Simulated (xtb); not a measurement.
xtb input (GFN1-xTB):

```bash
xtb mol.xyz --gfn 1 --opt tight --chrg 0 --uhf 0
```
mol.xyz:
```
20

C      3.03682374    -0.25154550     0.60297705
C      1.67618112     0.36681161     0.29024307
C      0.83134076    -0.48763576    -0.66273923
Si    -0.84162323     0.26033639    -1.09431991
C     -1.86560903     0.59775954     0.44999780
C     -2.09550279    -0.64278199     1.32228942
H      2.92092918    -1.23356901     1.06793334
H      3.61573034     0.37573954     1.28417897
H      3.62284434    -0.38589701    -0.30927262
H      1.82110733     1.36183085    -0.14238719
H      1.12942238     0.52314847     1.22521502
H      0.66945112    -1.47925720    -0.22608989
H      1.38235639    -0.65987173    -1.59361199
H     -0.63787483     1.53275209    -1.83750439
H     -1.58374374    -0.67562613    -1.98117155
H     -2.82488599     1.02201229     0.13833212
H     -1.36889921     1.38002239     1.03232040
H     -2.71070492    -0.41332188     2.19493679
H     -1.15216257    -1.05429459     1.68770536
H     -2.60024748    -1.43402499     0.76328576
```

Output:

```
           -------------------------------------------------
          |                Calculation Setup                |
           -------------------------------------------------

           -------------------------------------------------
          |                 G F N 1 - x T B                 |
           -------------------------------------------------

        Reference                      10.1021/acs.jctc.7b00118
      * Hamiltonian:
        H0-scaling (s, p, d)           1.850000    2.250000    2.000000
        zeta-weighting                 0.000000
      * Dispersion:
        s8                             2.400000
        a1                             0.630000
        a2                             5.000000
        s9                             0.000000
      * Repulsion:
        kExp                           1.500000
        rExp                           1.000000
      * Coulomb:
        alpha                          2.000000
        third order                    atomic
        anisotropic                    false
      * Halogen bond correction:
        rad-scale                      1.300000
        damping                        0.440000

          ...................................................
          :                      SETUP                      :
          :.................................................:
          :  # basis functions                  58          :
          :  # atomic orbitals                  57          :
          :  # shells                           41          :
          :  # electrons                        38          :
          :  # halogen bonds                     0          :
          :  max. iterations                   250          :
          :  Hamiltonian                  GFN1-xTB          :
          :  restarted?                      false          :
          :  GBSA solvation                  false          :
          :  PC potential                    false          :
          :  electronic temp.          300.0000000     K    :
          :  accuracy                    1.0000000          :
          :  -> integral cutoff          0.2500000E+02      :
          :  -> integral neglect         0.1000000E-07      :
          :  -> SCF convergence          0.1000000E-05 Eh   :
          :  -> wf. convergence          0.2000000E-04 e    :
          :  Broyden damping             0.4000000          :
          :  net charge                          0          :
          :  unpaired electrons                  0          :
          ...................................................

 iter      E             dE          RMSdq      gap      omega  full diag
   1    -20.2109752 -0.202110E+02  0.752E+00    6.47       0.0  T
   2    -20.2407499 -0.297747E-01  0.459E+00    6.67       1.0  T
   3    -20.2411614 -0.411495E-03  0.482E-01    6.67       1.0  T
   4    -20.2429530 -0.179158E-02  0.591E-02    6.71       1.0  T
   5    -20.2430200 -0.669988E-04  0.838E-03    6.69       2.7  T
   6    -20.2430205 -0.537463E-06  0.262E-03    6.69       8.5  T
   7    -20.2430206 -0.278867E-07  0.733E-04    6.69      30.5  T
[...]
     3C    -0.15024 -0.22015   1.037  3.114  0.000
     4Si    0.22473 -0.04798   1.293  1.896  0.586
     5C    -0.14294 -0.21458   1.032  3.111  0.000
     6C    -0.06492 -0.21248   1.002  3.063  0.000
     7H     0.02645  0.07824   0.974  0.000  0.000
     8H     0.02788  0.07906   0.972  0.000  0.000
     9H     0.02679  0.07858   0.973  0.000  0.000
    10H     0.02268  0.07797   0.977  0.000  0.000
    11H     0.02163  0.07720   0.978  0.000  0.000
    12H     0.04424  0.10118   0.956  0.000  0.000
    13H     0.04527  0.10217   0.955  0.000  0.000
    14H    -0.06979  0.01766   1.070  0.000  0.000
    15H    -0.06954  0.01789   1.070  0.000  0.000
    16H     0.04448  0.10060   0.956  0.000  0.000
    17H     0.04302  0.09920   0.957  0.000  0.000
    18H     0.02447  0.07555   0.976  0.000  0.000
    19H     0.02615  0.07855   0.974  0.000  0.000
    20H     0.02730  0.07950   0.973  0.000  0.000

Wiberg/Mayer (AO) data.
largest (>0.10) Wiberg bond orders for each atom

 ---------------------------------------------------------------------------
     #   Z sym  total        # sym  WBO       # sym  WBO       # sym  WBO
 ---------------------------------------------------------------------------
     1   6 C    3.997 --     2 C    1.015     7 H    0.987     9 H    0.987
                             8 H    0.985
     2   6 C    3.997 --     1 C    1.015    11 H    0.977    10 H    0.977
                             3 C    0.972
     3   6 C    3.958 --     4 Si   1.036     2 C    0.972    13 H    0.934
                            12 H    0.933
     4  14 Si   4.284 --     5 C    1.039     3 C    1.036    15 H    0.932
                            14 H    0.932
     5   6 C    3.957 --     4 Si   1.039     6 C    0.983    16 H    0.935
                            17 H    0.935
     6   6 C    3.998 --    18 H    0.987    19 H    0.985    20 H    0.985
                             5 C    0.983
     7   1 H    1.006 --     1 C    0.987
     8   1 H    1.005 --     1 C    0.985
     9   1 H    1.006 --     1 C    0.987
    10   1 H    1.006 --     2 C    0.977
    11   1 H    1.006 --     2 C    0.977
    12   1 H    1.002 --     3 C    0.933
    13   1 H    1.001 --     3 C    0.934
    14   1 H    0.991 --     4 Si   0.932
    15   1 H    0.990 --     4 Si   0.932
    16   1 H    1.002 --     5 C    0.935
    17   1 H    1.003 --     5 C    0.935
    18   1 H    1.008 --     6 C    0.987
    19   1 H    1.005 --     6 C    0.985
    20   1 H    1.004 --     6 C    0.985
 ---------------------------------------------------------------------------

Topologies differ in total number of bonds
Writing topology from bond orders to xtbtopo.mol

 dipole moment from electron density (au)
     X       Y       Z
   0.1148  -0.0620   0.3558  total (Debye):    0.963

           -------------------------------------------------
          |                Geometry Summary                 |
           -------------------------------------------------

      molecular mass/u    :      102.2503487
   center of mass at/Å    :       -0.0226592       0.0114225      -0.0393287
  moments of inertia/u·Å² :        0.1239253E+03   0.3791840E+03   0.4462974E+03
rotational constants/cm⁻¹ :        0.1360306E+00   0.4445766E-01   0.3777220E-01

 * 17 selected distances

     #   Z          #   Z                                           value/Å
     1   6 C        2   6 C                                       1.5276966
     3   6 C        4  14 Si                                      1.9084689
     4  14 Si       5   6 C                                       1.9093976 (max)
     1   6 C        7   1 H                                       1.0908204
     1   6 C        8   1 H                                       1.0908237
     1   6 C        9   1 H                                       1.0907605 (min)
     2   6 C       10   1 H                                       1.0958772
     2   6 C       11   1 H                                       1.0955475
     3   6 C       12   1 H                                       1.1021275
     3   6 C       13   1 H                                       1.1019294
     4  14 Si      14   1 H                                       1.4548907
     4  14 Si      15   1 H                                       1.4549221
     5   6 C       16   1 H                                       1.1015944
     5   6 C       17   1 H                                       1.1016726
     6   6 C       18   1 H                                       1.0912615
     6   6 C       19   1 H                                       1.0913379
     6   6 C       20   1 H                                       1.0916636

 * 4 distinct bonds (by element types)

   Z      Z             #   av. dist./Å        max./Å        min./Å
   1 H    6 C          12     1.0954513     1.1021275     1.0907605
   6 C    6 C           1     1.5276966     1.5276966     1.5276966
   1 H   14 Si          2     1.4549064     1.4549221     1.4548907
   6 C   14 Si          2     1.9089333     1.9093976     1.9084689

optimized geometry written to: xtbopt.xyz

           -------------------------------------------------
          | TOTAL ENERGY              -19.983116710505 Eh   |
Note: The following floating-point exceptions are signalling: IEEE_UNDERFLOW_FLAG IEEE_DENORMAL
normal termination of xtb
          | GRADIENT NORM               0.000195418251 Eh/α |
          | HOMO-LUMO GAP               6.747871191542 eV   |
           -------------------------------------------------

------------------------------------------------------------------------
------------------------------------------------------------------------
 total:
 SCF:
 ANC optimizer:
```
